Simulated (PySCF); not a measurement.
**Question.** What does the PBE0-D3(BJ)/def2-SVP structure of InChI=1S/C3H7ClOSi/c1-2-3(4)5-6/h2H,1,6H3/b3-2- look like in three dimensions?

**Answer.** 
```xyz
13
C3H7ClOSi angstrom
C     -2.0153   -0.5567   -0.0088
C     -1.2542   -0.8310   -1.2614
C      0.0762   -0.7412   -1.3499
Cl     0.9038   -1.0788   -2.8583
O      0.8786   -0.3994   -0.3397
Si     2.5622   -0.2481   -0.3061
H     -1.3417   -0.2765    0.8119
H     -2.7399    0.2616   -0.1548
H     -2.5937   -1.4411    0.3069
H     -1.7936   -1.1219   -2.1646
H      2.8361    0.1586    1.0967
H      3.2209   -1.5491   -0.6077
H      3.0230    0.8056   -1.2521
```

Any rigid rotation of these coordinates is as good. Atoms count from 1 in this order. The 6 heavy atoms lie in one plane (0.000 Å rms). Si6 (oxygen-bound silicon) is distorted tetrahedral (angles from 103.1° to 111.0°). The 2 C–C bonds span 1.336 Å (C2=C3, drawn double) to 1.491 Å (C1–C2, drawn single), a spread of 0.155 Å. Of the pairs four or more bonds apart, O5···H7 is among the closest relative to their van der Waals radii: 2.50 Å, 92 % of the sum of Bondi's values.

Bonds between heavy atoms (Å): C1–C2 1.491, C2=C3 1.336, C3–Cl4 1.753, C3–O5 1.335, O5–Si6 1.691.

Computed, not measured: PBE0-D3(BJ)/def2-SVP geometry optimisation, gas phase (PySCF 2.14.0).

Point group: Cs (tolerance 0.08 Å). PBE0-D3(BJ)/def2-SVP frequencies: not computed here. One conformer, not necessarily the lowest (C2–C3–O5–Si6 180°).
